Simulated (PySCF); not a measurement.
Level of theory: PySCF with B3LYP-D3(BJ)/def2-TZVP // BP86-D3(BJ)/def2-SVP. All species are isolated molecules in the gas phase. One relaxed conformer stands for a flexible species; it need not be the lowest. B3LYP has the VWN-RPA correlation part, as in Gaussian. 

Reference species: [Ti(NH2)3(H)] (neutral, multiplicity 1).

| Item | Value |
|---|---|
| coordination number | 4 |
| mean distance from the central atom to its bonded neighbours | 1.843 Å |
| HOMO | -7.14 eV |

Changed species: [Ti(NH2)4] (0 of 4 NH2 replaced by H; the reference has 1 of 4 NH2 replaced by H).

Q: Predict the effect on the coordination number, mean distance from the central atom to its bonded neighbours and HOMO.

A: the coordination number stays essentially unchanged; the mean distance from the central atom to its bonded neighbours rises by 0.056 Å, to 1.899 Å; the HOMO increases by 0.59 eV, to -6.55 eV.
